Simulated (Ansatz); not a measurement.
Species: C$_{3}$H$_{3}$, net charge 0, doublet state. It need not be the lowest isomer of its formula. 
Geometry from a B3LYP-D3(BJ)/def2-TZVP (Ansatz, a quantum-chemistry and plane-wave program) optimisation:
```xyz
6

C      0.0286     0.7740    -0.0493
C     -0.7338    -0.4315     0.2393
C      0.6852    -0.3567    -0.0746
H      0.0445     1.8447    -0.1540
H     -1.5455    -0.8902    -0.3235
H      1.6206    -0.8695    -0.2148
```
Charge 0, spin multiplicity 2.

Basis-set convergence of Hartree-Fock and CCSD(T) correlation energies (hartree) with Ansatz. Valence correlation only, unless marked. Open shells are spin-unrestricted. Spin-orbit coupling is left out. Non-relativistic.

| basis | functions | E(HF) | E(corr, CCSD(T)) |
|---|---|---|---|
| cc-pVDZ | - | -115.20365 | -0.41095 |
| cc-pVTZ | 132 | … | … |

### Question
Complete the blanks.

### Answer

- cc-pVTZ, E(HF): -115.23475
- cc-pVTZ, E(corr, CCSD(T)): -0.49341
